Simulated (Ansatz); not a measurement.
A structure relaxed at PBE-D4/def2-SVP in Ansatz, charge 0, singlet:

Cartesian coordinates in Å:
```
Hf 1.0758 -1.6847 1.1962
Hf -1.0767 1.6839 -1.1967
Hf 0.8110 -0.2461 -1.0760
Hf -0.8102 0.2469 1.0765
```

Task: Give its formula and point group.

Result: the cluster Hf₄. Point group D2h (tolerance 0.1 Å).

Task: Summarise the bond lengths by kind (pairs closer than 1.2 times the sum of covalent radii, bridged metal pairs left out).

Result: 5 × Hf–Hf 2.70 to 2.74 Å.

In the def2 sets Hf takes a core potential; there is no spin–orbit coupling. The restricted singlet is unstable towards broken spin symmetry at other levels; at PBE-D4/def2-SVP this wasn't settled. The relaxation made no stability test and no search for a lower SCF solution. No other spin state of charge 0 was run. Another isomer (quintet) lies 1.39 eV lower at PBE0-D4/def2-TZVP; other spin states weren't run for this one.
